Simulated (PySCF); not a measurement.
From one molecule to another.

First species: ZrI₄ (singlet state).
Z-matrix (Å and degrees, PBE0-D3(BJ)/def2-SVP geometry), rows numbered from 1:
```
Zr
I   1  2.6765
I   1  2.6785  2  109.40
I   1  2.6773  2  109.52  3  -120.43
I   1  2.6770  2  109.09  3   119.70
```

Second species: C₆H₁₃OP.
Cartesian coordinates in Å at the PBE0-D3(BJ)/def2-SVP level; atoms count from 1:
```
atom  x, y, z in Å
C1     2.6956    0.1932    0.0404
C2     1.2191    0.2449    0.4079
C3     0.5258   -1.1196    0.3794
C4    -0.9400   -1.0818    0.8042
C5    -1.8195   -0.2279   -0.1061
C6    -1.3951    1.2394   -0.1438
P7     0.3395    1.4462   -0.6566
O8     0.8783    2.8414   -0.6536
H9     3.1322    1.2024    0.0389
H10    2.8397   -0.2401   -0.9631
H11    3.2557   -0.4294    0.7560
H12    1.1176    0.6769    1.4216
H13    0.6038   -1.5437   -0.6392
H14    1.0867   -1.8100    1.0323
H15   -1.3372   -2.1087    0.8348
H16   -1.0074   -0.6973    1.8380
H17   -2.8700   -0.2934    0.2202
H18   -1.7944   -0.6439   -1.1294
H19   -1.4715    1.7062    0.8534
H20   -2.0210    1.8400   -0.8227
H21    0.3586    0.7753   -1.9253
```

Levels: B3LYP/def2-SVPD for HOMO energy, LUMO energy, HOMO–LUMO gap and static isotropic polarisability; TDDFT B3LYP/def2-SVPD for lowest singlet excitation; TDA B3LYP/def2-SVPD for lowest triplet excitation (Tamm–Dancoff); ΔSCF B3LYP/def2-SVPD for vertical ionisation energy. Geometries: PBE0-D3(BJ)/def2-SVP. Each structure is a single optimised conformer of the isolated species (atoms past krypton carry core potentials, spin–orbit coupling is left out). Electronic properties by PySCF.

Question: Which of the two has the higher vertical ionisation energy, and by how much?

Answer: The first: 9.32 eV against 9.26 eV, a difference of 0.06 eV.

Question: Which of the two has the higher static isotropic polarisability, and by how much?

Answer: The first: 194.3 au against 95.9 au, a difference of 98.4 au.

Question: Which of the two has the higher S1 energy, and by how much?

Answer: The second: 6.55 eV against 3.51 eV, a difference of 3.04 eV.

Question: Which of the two has the higher T1 energy, and by how much?

Answer: The second: 6.37 eV against 3.35 eV, a difference of 3.02 eV.

Question: Which of the two has the higher HOMO–LUMO gap, and by how much?

Answer: The second: 7.34 eV against 4.46 eV, a difference of 2.88 eV.

Question: Which has the higher LUMO energy?

Answer: The second: 0.15 eV against -3.18 eV, a difference of 3.33 eV.

Question: Which of the two has the higher HOMO energy, and by how much?

Answer: The second: -7.19 eV against -7.64 eV, a difference of 0.45 eV.

On the first: The polarisability is 28.80 Å³ as a volume (1 au = 0.148185 Å³). The vertical singlet–triplet gap S1 − T1 is 0.16 eV (TDDFT singlet less Tamm–Dancoff triplet). Atoms past krypton carry effective core potentials; spin–orbit coupling is left out.

On the second: In wavenumbers S1 is 52800 cm⁻¹ (1 eV = 8065.54 cm⁻¹). No computed singlet falls in the visible range (750 to 380 nm, 1.65 to 3.26 eV); S1 lies 3.29 eV above its blue end.
